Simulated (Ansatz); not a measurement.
`FC([SiH3])I` → `F[CH]I`• + `[SiH3]`•  (homolysis of the C–Si bond)

Program: Ansatz. Geometries: PBE0-D4/def2-TZVP. ΔE: electronic, gas phase. CCSD(T)/CBS adds triple-zeta CCSD(T) − MP2 to the extrapolated MP2 energy (def2 sets, frozen cores). This one scheme is used for every species. DFT in def2-TZVPP. Open shells (•) are unrestricted, without spin–orbit coupling. Elements past krypton have def2 core potentials. For I outer-core shells are correlated without core-valence functions, which leaves a few kJ/mol of doubt a bond.

**Question.** What is ΔE at CCSD(T)/CBS? (An estimate is asked.)

**Answer.** Computed: +3.75 eV.

**Question.** What do these levels give: revPBE-D4, BLYP-D4, B97M-V, ωB97X-V, B2PLYP, revPBE, BLYP, HF/def2-SVP, SCS-MP2/def2-TZVPP, CCSD(T)/def2-TZVPP, SCS-MP2/def2-QZVPP, CCSD/CBS(def2)? (Estimate.)

**Answer.** Computed: revPBE-D4 3.36, BLYP-D4 3.39, B97M-V 3.51, ωB97X-V 3.67, B2PLYP 3.49, revPBE 3.16, BLYP 3.20, HF/def2-SVP 2.57, SCS-MP2/def2-TZVPP 3.76, CCSD(T)/def2-TZVPP 3.59, SCS-MP2/def2-QZVPP 3.86, CCSD/CBS(def2) 3.66 eV.

Largest T1 diagnostic among the species: 0.015.

From PBE to PBE0 (25 % exact exchange), in def2-TZVPP and without D4, ΔE moves by +0.03 eV. The D4 term adds +0.15 eV with B3LYP and +0.08 eV with PBE0; it sums over pairs of atoms, weighted by their polarisabilities, and B3LYP, whose exchange is more repulsive, gets the larger term. At CCSD(T), def2-SVP lies −0.32 eV from the extrapolated value and def2-TZVPP −0.16 eV: correlation converges slowly with the basis, and small sets miss more of it in the bonded molecule than in its fragments.

B3LYP here is the variant with VWN-RPA as its local correlation; programs differ in this.
